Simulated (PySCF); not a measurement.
Gas-phase reaction: HfF₄ + 5 HOCl → HfCl₃OH + Cl₂ + 4 HOF, at 1400 K and a standard pressure of 1 bar. Level: HF/def2-TZVP†.

Energies from PySCF, thermal terms from the rigid-rotor harmonic-oscillator model, ideal gas at 1 bar. † marks an energy on the PBE0/def2-TZVP geometry and frequencies. All species are closed-shell singlets. Hf: scalar-relativistic def2 core potential, no spin-orbit coupling. HfCl₃OH: computed as isolated molecules; such fragments, hydroxides, amides, oligomers or adducts are transient or little studied in the gas. The harmonic model lacks anharmonicity and excited electronic states, which grow with temperature; levels with a mode under 35 cm⁻¹ are left out. Soft modes under 120 cm⁻¹ make the harmonic entropy rough for HfCl₃OH.

```csv
species,E (Ha),H(1400 K) − E (kJ/mol),S°(1400 K) (J/mol/K)
HfF₄,-445.76723,153.2,483.9
HOCl,-534.91545,95.8,304.3
HfCl₃OH,-1501.83464,200.5,575.9
Cl₂,-918.98280,52.7,278.5
HOF,-174.81470,96.5,291.9
```
E: electronic energy; H − E holds the zero-point and thermal terms. 1 Ha = 2625.5 kJ/mol.

**Question.** Work out ΔH°, ΔS°, ΔG° and log10 K from these numbers.

**Answer.** 1. ΔE = 1×(-1501.83464) + 1×(-918.98280) + 4×(-174.81470) − 1×(-445.76723) − 5×(-534.91545) = 0.26824 Ha = 704.3 kJ.
2. Δ(H − E) = 1×(200.5) + 1×(52.7) + 4×(96.5) − 1×(153.2) − 5×(95.8) = 7.0 kJ, so ΔH° = 711.3 kJ.
3. ΔS° = 1×(575.9) + 1×(278.5) + 4×(291.9) − 1×(483.9) − 5×(304.3) = 16.6 J/K; the number of gas molecules stays the same.
4. ΔG° = ΔH° − TΔS° = 711.3 − 1400×(16.6)/1000 = 688.1 kJ.
5. log10 K = −ΔG°/(RT ln 10) = -25.68, with RT ln 10 = 26.80 kJ/mol; at standard pressures the reactants are favoured.
6. A shift of 10 kJ in ΔE would move log10 K by 0.37 here.
For scale, ΔH°(298 K) is 706 kJ at this level, 681 kJ at ωB97M-V/def2-TZVP†, and runs from 617 to 726 kJ over the 17 levels computed.
